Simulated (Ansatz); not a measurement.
**ReO2F2 in a box, plane waves**

Ansatz 0.2.0, DFT PBE, spin-orbit coupling, plane waves, PAW, molecule in a box. The geometry was relaxed with Gaussian bases (PBE; Re def2-SVP with ECP60, O def2-SVP, F def2-SVP) as a doublet.

```yaml
crystal:
  lattice:
    - [12.01, 0.0, 0.0]
    - [0.0, 12.01, 0.0]
    - [0.0, 0.0, 10.94]
  atoms:
    - { symbol: Re, position: [0.50837885, 0.50837885, 0.50009506], spin: 1.0, spin_axis: [0.0, 0.0, 1.0] }
    - { symbol: O, position: [0.62498085, 0.50335554, 0.58885558] }
    - { symbol: O, position: [0.50335554, 0.62498085, 0.41133455] }
    - { symbol: F, position: [0.37468776, 0.47831807, 0.58432815] }
    - { symbol: F, position: [0.47831807, 0.37468776, 0.41586197] }
basis:
  ecutwfc: 420
  ecutrho_ratio: 4
kpoints:
  mp_grid: { grid: [1, 1, 1] }
hamiltonian:
  xc: pbe
scf:
  occupations: { method: gaussian, width: 0.01 }
output:
  forces: true
  eigenvalues: true
  populations: true
  write_density: true
  write_potential: true
  elf: true
  volumetric_format: npy
magnetization:
  noncollinear: true
  spin_orbit: true
```

Command:
```sh
ansatz run input.yaml --threads 2 --pin off --max-ram 5120MiB --backend cpu --events-out ev --progress --plain --runs-dir out
```
It took 2.2 min on 2 threads of Intel(R) Xeon(R) CPU @ 2.60GHz (Ice Lake), on a shared host, peak memory 2.4 GiB.

**Question.** How does the SCF go?

**Answer.** 
```
SCF iter   1: F=—  HF=-13649.771975 eV  |F-HF|=—  |Δ(HF+E_count)|=         —  Δρ=3.68e-2
preconditioner: auto → Resta (q_TF=auto, 1.485 Å⁻¹)  ε∞=1.2  [insulator: Δε(μ)=0.346 eV  Ē_g=9.689 eV  σ=0.010 eV  W_gap=1.00  n_s
spin=Noncollinear: Resta preconditioning applied to the charge; magnetization (m_x, m_y, m_z) channels mix plain (no charge-respon
SCF iter   2: F=—  HF=-13645.298919 eV  |F-HF|=—  |Δ(HF+E_count)|=    4.47e0  Δρ=1.98e-2
SCF iter   3: F=—  HF=-13644.505173 eV  |F-HF|=—  |Δ(HF+E_count)|=   7.94e-1  Δρ=8.08e-3
...
SCF iter  17: F=—  HF=-13644.449474 eV  |F-HF|=—  |Δ(HF+E_count)|=   2.80e-6  Δρ=3.82e-6
SCF iter  18: F=—  HF=-13644.449475 eV  |F-HF|=—  |Δ(HF+E_count)|=   8.18e-7  Δρ=2.91e-6
SCF iter  19: F=—  HF=-13644.449475 eV  |F-HF|=—  |Δ(HF+E_count)|=   8.72e-8  Δρ=1.48e-6
SCF iter  20: F=—  HF=-13644.449475 eV  |F-HF|=—  |Δ(HF+E_count)|=   1.60e-8  Δρ=1.15e-6
SCF iter  21: F=-13644.449475 eV  HF=-13644.449475 eV  |F-HF|=2.73e-10  |Δ(HF+E_count)|=   2.45e-8  Δρ=2.53e-7
```

**Question.** Which levels lie next to the highest filled one (eV, counted from it)?

**Answer.** Filled: -3.96, -3.88, -3.86, -3.78, -3.71, -3.47, -3.47, -2.69, -2.69, 0.00. Empty: 1.10, 1.60, 1.85, 2.74, 2.97, 3.35, 3.57, 4.13.

**Question.** What forces are left at this geometry, relaxed with Gaussian bases (eV/Å)?

**Answer.** 
```
Re   0.11  0.11  0.00
O   -0.44  0.00 -0.29
O    0.00 -0.44  0.29
F    0.24  0.09 -0.11
F    0.09  0.24  0.11
```

The open shells may stand above their lowest state.
